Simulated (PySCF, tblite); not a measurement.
Species: C7H11FO.
Cartesian coordinates in Å at the GFN2-xTB level; atoms count from 1:
```
atom  x, y, z in Å
C1     2.2439    0.4837    0.1281
C2     1.0959    0.4180   -0.8850
C3    -0.0245   -0.4148   -0.3375
C4     0.1546   -1.8894   -0.4677
C5    -1.0977    0.1546    0.2614
C6    -1.2526    1.6467    0.3968
C7    -2.1567   -0.6943    0.7783
O8    -2.2510   -1.8803    0.8063
F9    -3.2028    0.0285    1.3084
H10    3.0564    1.0894   -0.2651
H11    1.9033    0.9237    1.0623
H12    2.6241   -0.5119    0.3413
H13    1.4632   -0.0372   -1.8073
H14    0.7602    1.4276   -1.1164
H15    0.1247   -2.3725    0.5080
H16   -0.6628   -2.3229   -1.0431
H17    1.0961   -2.1246   -0.9573
H18   -1.4589    2.0982   -0.5739
H19   -0.3467    2.0948    0.7975
H20   -2.0739    1.8934    1.0618
```

Computed with PBE0/pcSseg-1 in PySCF (dipole) on a GFN2-xTB geometry, gas phase.

Take the most abundant isotopes and a rigid rotor. The values belong to one conformer with, in the numbering `[CH3:1][CH2:2]/[C:3]([CH3:4])=[C:5](\[CH3:6])[C:7](=[O:8])[F:9]`, C1–C2–C3–C4 -81°, C3–C5–C7–O8 2°.

**Question.** What are A, B and C (cm⁻¹)?

**Answer.** Ia = 189.58, Ib = 462.82, Ic = 603.35 u·Å²; 505379 MHz·u·Å²/I gives 2666, 1092 and 837.6 MHz, that is A = 0.08892, B = 0.03642, C = 0.02794 cm⁻¹.

**Question.** Classify the top.

**Answer.** An asymmetric top; Ray's κ = -0.722.

**Question.** Is it planar, by Δ = Ic − Ia − Ib?

**Answer.** Not planar: Δ = Ic − Ia − Ib = -49.05 u·Å². For a rigid frame Δ = −2 Σ m c², so Σ m c² = 24.52 u·Å² lies off the ab plane: 10.04 from hydrogen and 14.48 from heavier atoms. The atom farthest from that plane is 1.52 Å away.

**Question.** Give the other two planar moments, Paa and Pbb, and the rms extents of the mass along the axes.

**Answer.** Paa = Σ m a² = (Ib + Ic − Ia)/2 = 438.30 and Pbb = Σ m b² = (Ia + Ic − Ib)/2 = 165.06 u·Å². With the mass M = 130.08 u, the rms extents √(P/M) along a, b and c are 1.84, 1.13, 0.43 Å.

**Question.** List the rotational levels J(Ka,Kc) to J = 2 (MHz).

**Answer.** Above 0(0,0):
J = 1: 1(0,1) 1930, 1(1,1) 3503, 1(1,0) 3758
J = 2: 2(0,2) 5760, 2(1,2) 7108, 2(1,1) 7871, 2(2,1) 12593, 2(2,0) 12621
Those of J = 1 are B + C, A + C and A + B.

**Question.** Predict some low-J microwave lines.

**Answer.** The dipole components are |μa| = 4.04 D, |μb| = 1.21 D, |μc| = 0.51 D. Intensities carry the squares of the components, which stand as 1.00 : 0.09 : 0.02 (a : b : c). Some lines, for components of 0.1 D or more:

| type | branch | J(Ka,Kc) | MHz | lower level (cm⁻¹) |
| --- | --- | --- | --- | --- |
| b | R | 3(1,2) ← 2(2,1) | 1430 | 0.420 |
| a | R | 1(0,1) ← 0(0,0) | 1930 | 0.000 |
| b | Q | 2(1,1) ← 2(0,2) | 2111 | 0.192 |
| b | R | 2(0,2) ← 1(1,1) | 2257 | 0.117 |
| b | R | 1(1,1) ← 0(0,0) | 3503 | 0.000 |
| a | R | 2(1,2) ← 1(1,1) | 3605 | 0.117 |
| c | R | 1(1,0) ← 0(0,0) | 3758 | 0.000 |
| a | R | 2(1,1) ← 1(1,0) | 4113 | 0.125 |
| b | R | 3(0,3) ← 2(1,2) | 4329 | 0.237 |
| b | Q | 3(2,1) ← 3(1,2) | 4499 | 0.468 |
| c | Q | 2(2,1) ← 2(1,1) | 4721 | 0.263 |
| b | R | 2(1,2) ← 1(0,1) | 5179 | 0.064 |
| a | R | 3(1,3) ← 2(1,2) | 5390 | 0.237 |
| b | Q | 2(2,1) ← 2(1,2) | 5484 | 0.237 |
| c | R | 3(1,2) ← 2(0,2) | 8262 | 0.192 |
| b | R | 2(2,1) ← 1(1,0) | 8835 | 0.125 |
| b | R | 3(2,1) ← 2(1,2) | 11413 | 0.237 |
| b | R | 3(3,1) ← 2(2,0) | 14282 | 0.421 |
| c | R | 3(3,1) ← 2(2,1) | 14311 | 0.420 |
| b | R | 3(3,0) ← 2(2,1) | 14313 | 0.420 |

**Question.** Estimate the classical rotational partition function at 200 K, 298.15 K and 500 K.

**Answer.** Point group C1, symmetry number σ = 1; q = (√π/σ)·√((kT/h)³/(ABC)), k/h = 20836.6 MHz/K: 305000 at 200 K, 556000 at 298.15 K, 1210000 at 500 K.

Its GFN2-xTB frequencies are all real (lowest 45 cm⁻¹). Zero-point vibration and centrifugal distortion are left out. A rigid rotor knows nothing of internal rotation, which can split or shift real lines.
